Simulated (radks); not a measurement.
Q: These are the eigenvalues of the occupied orbitals of an atom or ion with whole-number occupations (Ry). Calculated with a radial shooting solver on a logarithmic mesh with Libxc functionals: Dirac Kohn-Sham, revPBE, spin-unpolarised, spherical densities, finite nucleus; Fermi nuclear charge, rms radius of each element as measured or else 0.836 A^(1/3) + 0.57 fm.

| orbital | eigenvalue |
|---|---|
| 1s1/2 | -514.9652 |
| 2s1/2 | -60.84744 |
| 2p1/2 | -52.53670 |
| 2p3/2 | -51.61939 |
| 3s1/2 | -7.53367 |
| 3p1/2 | -5.11012 |
| 3p3/2 | -4.99726 |
| 3d3/2 | -1.17097 |
| 3d5/2 | -1.15965 |
| 4s1/2 | -0.89623 |

Which element is it, and in what charge state? The configuration may be excited. Open shells, if any, fill j = l - 1/2 first.

A: Z = 26, iron, charge +1: Fe+ in [Ar] 3d6 4s1. The list shows which subshells hold electrons but not how many an open one holds; the 1s level, -257.48 hartree, gives Z - s = 22.7 by -(Z - s)^2/2, which with screening and relativity narrows Z to a few neighbours, and the depths of the outer levels then fix element, charge and occupations together.
